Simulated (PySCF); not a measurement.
**ZrO2, singlet: structure and spectrum**

These are results of PBE0/[Zr def2-TZVP with ECP28, O def2-TZVP], scalar-relativistic core potentials, density fitting, no spin–orbit coupling, PySCF, not measurements.

The structure is a higher-order saddle point with 2 imaginary modes (one degenerate set).

* Point group: D∞h
* Bond lengths: Zr–O 1.847 Å (×2)
* Bond angles: O–Zr–O 180.0°
* Rotational constants: 0.1546 cm⁻¹
* Highest occupied level: -6.12 eV
* Dipole moment: 0.00 D
* Principal quadrupole moments (Buckingham, traceless) about the centre of mass: -31.12, 15.56, 15.56 D Å
* Zero-point energy (real modes): 9.6 kJ/mol
* Lowest empty level: -3.54 eV
* Atomisation energy without zero-point energy: 1137 kJ/mol
* Principal polarisabilities: 37.2, 37.2, 67.1 bohr³

Harmonic modes (masses in u: Zr 89.905, O 15.995):
| symmetry | ω (cm⁻¹) | IR (km/mol, summed over degenerate members) | μ (u) | type |
| --- | --- | --- | --- | --- |
| πu | 349i | – | 20.40 | bend |
| σu+ | 732 | 1020 | 20.40 | stretch |
| σg+ | 879 | 0.0 | 15.99 | stretch |

In D∞h the vibrations span πu + σu+ + σg+. The σg+ mode carries no infrared intensity, as symmetry demands. With a centre of inversion only u modes can be infrared active and only g modes Raman active.

Charges (e):
```json
{"atom": "Zr1", "Mulliken": "1.42", "Löwdin": "0.97", "polar tensor": "3.31", "Mayer order to Zr1": "–"}
{"atom": "O2,3", "Mulliken": "-0.71", "Löwdin": "-0.49", "polar tensor": "-1.66", "Mayer order to Zr1": "1.85"}
```

Mulliken populations on Zr1 (electrons outside its core potential): s 2.06, p 6.40, d 1.96, f 0.15.

Outer orbital energies (eV). occupied: -24.06, -22.15, -9.40, -9.00, -9.00, -7.35, -7.35, -6.12; empty: -3.54, -3.40, -3.40, -0.26.

Other isomers or separated fragments may lie lower. At this level a singlet minimum of C2v symmetry lies 226 kJ/mol below this structure.

The final relaxation and frequency run took roughly 28 core-seconds on a shared host.
